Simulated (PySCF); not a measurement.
Basis-set dependence of population analyses: `C/C(Cl)=[CH]/[AlH][Cl]`

Species: C3H5AlCl2.
SMILES with atom numbers: `[CH3:1]/[C:2]([Cl:3])=[CH:4]/[AlH:5][Cl:6]` (hydrogens: H7, H8, H9 on C1; H10 on C4; H11 on Al5)

PBE0 throughout (PySCF), one geometry, spherical d and f functions. The structure is a single PBE0-D3(BJ)/def2-SVP conformer in the gas phase; no vibrational or solvent corrections. Atoms taken as equivalent share a column and are averaged. The first 7 of 9 kinds of atom are listed.

Mulliken charges (e):

| basis | functions | C1 | C2 | Cl3 | C4 | Al5 | Cl6 | H7/H8/H9 |
| --- | --- | --- | --- | --- | --- | --- | --- | --- |
| STO-3G | 47 | -0.241 | +0.021 | -0.140 | -0.312 | +0.929 | -0.455 | +0.101 |
| 6-31G | 76 | -0.515 | -0.204 | +0.112 | -0.498 | +0.801 | -0.383 | +0.208 |
| pcSseg-0 | 76 | -0.617 | -0.241 | +0.056 | -0.742 | +1.177 | -0.464 | +0.266 |
| 6-31G* | 106 | -0.569 | -0.061 | +0.005 | -0.358 | +0.515 | -0.301 | +0.215 |
| cc-pVDZ | 121 | +0.011 | -0.216 | -0.056 | -0.111 | +0.455 | -0.258 | +0.076 |
| def2-SVP | 121 | +0.014 | -0.124 | -0.090 | -0.294 | +0.686 | -0.311 | +0.072 |
| aug-cc-pVDZ | 195 | +0.202 | +0.199 | -0.236 | +0.306 | +0.395 | -0.383 | -0.035 |
| 6-311+G(2d,p) | 216 | -0.926 | +0.655 | +0.017 | -0.977 | +0.994 | -0.351 | +0.184 |
| def2-TZVP | 234 | -0.373 | +0.085 | -0.097 | -0.339 | +0.488 | -0.284 | +0.149 |
| cc-pVTZ | 262 | -0.271 | +0.050 | -0.102 | -0.263 | +0.430 | -0.248 | +0.121 |
| IGLO-III | 287 | -0.396 | +0.094 | +0.015 | -0.511 | +0.918 | -0.422 | +0.138 |
| pcSseg-2 | 307 | +0.004 | +0.062 | -0.119 | -0.508 | +0.893 | -0.386 | +0.058 |

IAO charges (e):

```csv
basis,functions,C1,C2,Cl3,C4,Al5,Cl6,H7/H8/H9
STO-3G,47,-0.407,-0.021,-0.039,-0.502,+1.013,-0.392,+0.151
6-31G,76,-0.450,+0.060,-0.039,-0.530,+0.776,-0.346,+0.174
pcSseg-0,76,-0.439,+0.041,-0.032,-0.533,+0.797,-0.344,+0.171
6-31G*,106,-0.432,+0.064,-0.037,-0.546,+0.847,-0.367,+0.166
cc-pVDZ,121,-0.432,+0.068,-0.036,-0.549,+0.843,-0.363,+0.166
def2-SVP,121,-0.422,+0.066,-0.030,-0.551,+0.851,-0.356,+0.161
aug-cc-pVDZ,195,-0.441,+0.069,-0.040,-0.556,+0.855,-0.370,+0.169
"6-311+G(2d,p)",216,-0.443,+0.064,-0.035,-0.565,+0.872,-0.373,+0.170
def2-TZVP,234,-0.443,+0.064,-0.033,-0.566,+0.879,-0.375,+0.169
cc-pVTZ,262,-0.445,+0.067,-0.036,-0.564,+0.874,-0.375,+0.170
IGLO-III,287,-0.444,+0.063,-0.030,-0.566,+0.872,-0.369,+0.169
pcSseg-2,307,-0.444,+0.065,-0.034,-0.567,+0.877,-0.374,+0.170
```

Hirshfeld charges (e):

```csv
basis,functions,C1,C2,Cl3,C4,Al5,Cl6,H7/H8/H9
STO-3G,47,-0.029,+0.072,-0.166,-0.187,+0.719,-0.375,+0.029
6-31G,76,-0.094,+0.055,-0.036,-0.232,+0.470,-0.237,+0.053
pcSseg-0,76,-0.103,+0.051,-0.020,-0.237,+0.496,-0.231,+0.050
6-31G*,106,-0.093,+0.058,-0.043,-0.226,+0.467,-0.228,+0.052
cc-pVDZ,121,-0.108,+0.051,-0.021,-0.233,+0.475,-0.217,+0.053
def2-SVP,121,-0.115,+0.052,-0.009,-0.241,+0.478,-0.208,+0.052
aug-cc-pVDZ,195,-0.124,+0.036,-0.006,-0.243,+0.495,-0.219,+0.056
"6-311+G(2d,p)",216,-0.115,+0.030,-0.008,-0.241,+0.495,-0.219,+0.055
def2-TZVP,234,-0.119,+0.039,-0.012,-0.240,+0.489,-0.217,+0.055
cc-pVTZ,262,-0.119,+0.043,-0.015,-0.238,+0.489,-0.219,+0.055
IGLO-III,287,-0.127,+0.035,+0.004,-0.245,+0.483,-0.206,+0.055
pcSseg-2,307,-0.125,+0.040,-0.008,-0.244,+0.502,-0.223,+0.056
```

ESP-fitted charges (e):

```
        basis  functions      C1      C2     Cl3      C4     Al5     Cl6  H7/H8/H9
       STO-3G         47  -0.434  +0.307  -0.231  -0.449  +1.022  -0.476    +0.135
        6-31G         76  -0.425  +0.250  -0.148  -0.558  +0.917  -0.428    +0.154
     pcSseg-0         76  -0.589  +0.388  -0.167  -0.752  +1.089  -0.446    +0.191
       6-31G*        106  -0.475  +0.200  -0.110  -0.428  +0.737  -0.336    +0.164
      cc-pVDZ        121  -0.440  +0.193  -0.096  -0.430  +0.693  -0.304    +0.154
     def2-SVP        121  -0.440  +0.223  -0.096  -0.490  +0.764  -0.312    +0.151
  aug-cc-pVDZ        195  -0.513  +0.239  -0.108  -0.459  +0.723  -0.313    +0.171
6-311+G(2d,p)        216  -0.531  +0.235  -0.101  -0.460  +0.721  -0.309    +0.176
    def2-TZVP        234  -0.530  +0.251  -0.103  -0.469  +0.728  -0.307    +0.173
      cc-pVTZ        262  -0.506  +0.241  -0.107  -0.457  +0.729  -0.310    +0.168
     IGLO-III        287  -0.531  +0.212  -0.082  -0.420  +0.676  -0.282    +0.175
     pcSseg-2        307  -0.507  +0.259  -0.115  -0.504  +0.795  -0.339    +0.167
```

Some averages cover members that differ in this geometry, most widely: H7/H8/H9, Mulliken in aug-cc-pVDZ -0.145 to +0.022; H7/H8/H9, ESP-fitted in IGLO-III +0.153 to +0.187; H7/H8/H9, ESP-fitted in 6-311+G(2d,p) +0.158 to +0.185; H7/H8/H9, ESP-fitted in def2-SVP +0.134 to +0.160 e.

Problem. Which scheme is steadiest as the basis changes?

Solution. Largest range over the bases for any column: IAO 0.24 e, Hirshfeld 0.25 e, ESP-fitted 0.41 e, Mulliken 1.28 e. IAO charges move least and Mulliken charges most, counted in e. Without the minimal STO-3G basis the ranges are IAO 0.10, Hirshfeld 0.05, ESP-fitted 0.41, Mulliken 1.28 e.

Problem. How much do the charges still move between the two largest bases, IGLO-III and pcSseg-2?

Solution. At most, over all atoms: Mulliken 0.400 e, IAO 0.005 e, Hirshfeld 0.019 e, ESP-fitted 0.119 e.

Problem. What do the same runs give for the total energy, the frontier levels and the dipole moment?

Solution. 
```
        basis  energy (Eh)  HOMO (eV)  LUMO (eV)  μ (D)
       STO-3G   -1265.3701      -5.66       1.75   2.39
        6-31G   -1279.5109      -7.66      -2.00   3.57
     pcSseg-0   -1278.0676      -7.86      -2.08   3.40
       6-31G*   -1279.5900      -7.50      -1.77   3.03
      cc-pVDZ   -1279.6606      -7.52      -1.77   2.84
     def2-SVP   -1279.1996      -7.51      -1.72   2.77
  aug-cc-pVDZ   -1279.6734      -7.62      -1.89   2.80
6-311+G(2d,p)   -1279.7129      -7.62      -1.88   2.77
    def2-TZVP   -1279.7264      -7.59      -1.81   2.75
      cc-pVTZ   -1279.7393      -7.59      -1.81   2.77
     IGLO-III   -1279.7179      -7.53      -1.74   2.61
     pcSseg-2   -1279.7487      -7.65      -1.88   2.84
```

The dipole is fixed by the density alone, so its range of 1.18 D shows that the density itself changes with the basis, not only its division among atoms.
